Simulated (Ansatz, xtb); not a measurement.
System: CH₃O₂, net charge 0, doublet state. It need not be the lowest isomer of its formula. 
Structure (B3LYP-D3(BJ)/def2-TZVP (Ansatz, a quantum-chemistry and plane-wave program) minimum search):
```xyz
6

O     -1.1819     0.1242     0.0417
C      0.0045    -0.4823    -0.2166
O      1.0786     0.3031     0.1537
H     -1.0918     1.0659    -0.1570
H      0.0095    -1.5194     0.1190
H      1.8821    -0.0708    -0.2250
```
Charge 0, spin multiplicity 2.

Harmonic wavenumbers from GFN2-xTB (xtb, at its own minimum), cm⁻¹: 150, 341, 482, 738, 1054, 1102, 1171, 1261, 1312, 3098, 3514, 3520.

Problem. Give the harmonic wavenumbers at B3LYP-D3(BJ)/def2-TZVP (Ansatz, finite differences of forces, unscaled).

Solution. 283, 358, 538, 941, 1060, 1132, 1198, 1357, 1406, 3078, 3768, 3809 cm⁻¹. Zero-point energy 27.1 kcal/mol.

Problem. From these and the geometry, give the ideal-gas thermochemistry at 298.15 K and 1 atm (rigid rotor, harmonic oscillator).

Solution. Point group C1, rotational symmetry number 1. Rotational constants 56.69, 10.88, 9.333 GHz. S(trans) 37.47, S(rot) 21.55, S(vib) 3.54, S(elec, spin only) 1.38, S 63.9 cal/(mol K). H(298) - H(0) 3.07 kcal/mol; G - E(el) 11.1 kcal/mol.
